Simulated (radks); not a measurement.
The numbers below are computed, except where a source is named.
All-electron atom: the sulfur anion S- in [Ne] 3s2 3p5. Code: a radial shooting solver on a logarithmic mesh with Libxc functionals. Model: non-relativistic Kohn-Sham, PBE, spin-unpolarised, spherical densities, point nucleus; hard spherical wall at 5 bohr. Some entries of the table are withheld. Estimate them.

| orbital | occ. | eigenvalue (hartree) | <r> (bohr) | r(max) (bohr) |
|---|---|---|---|---|
| 1s | 2 | -87.61466 | 0.09730 | (1) |
| 2s | 2 | -7.24935 | 0.4813 | 0.3902 |
| 2p | 6 | -5.26607 | 0.4435 | 0.3266 |
| 3s | 2 | -0.20733 | 1.756 | 1.443 |
| 3p | 5 | 0.14926 | 2.072 | 1.675 |
| 3d | 0 | (2) | 2.685 | 2.780 |
| 4s | 0 | (3) | 3.036 | 3.463 |
| 4p | 0 | (4) | (5) | 3.627 |

Answer. 
(1) 1s r(max) (bohr): 0.06371
(2) 3d eigenvalue (hartree): 0.59164
(3) 4s eigenvalue (hartree): 0.63274
(4) 4p eigenvalue (hartree): 0.83055
(5) 4p <r> (bohr): 2.919
